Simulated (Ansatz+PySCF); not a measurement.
Two shapes of singlet AlCl₃.

Shape 1:

```xyz
4

Al    0.0000    0.0000    0.0000
Cl    2.0789    0.0000    0.0000
Cl   -1.0395    1.8004    0.0000
Cl   -1.0395   -1.8004    0.0000
```

Shape 2:

```xyz
4

Al    0.0225   -0.0352   -0.0274
Cl    2.1244   -0.0067   -0.0197
Cl   -1.0471    1.7515   -0.0067
Cl   -1.0503   -1.8456    0.0184
```

Basis set: def2-SVP (spherical functions). Left uncorrelated: 20 orbitals. Charge 0, multiplicity 1.

Computed with Ansatz (development build ahead of 0.2.0); each method stands on the lowest determinant of its kind that the runs found.

Q: Which shape is lower in energy, and by how much in each method?

A:

```csv
method,E(2) − E(1) (eV)
RHF,0.014
UHF,0.014
UHF-MP2,0.019
RHF-CCSD(T),0.015
PBE0 (unrestricted),0.014
```

Shape 1 is lower.
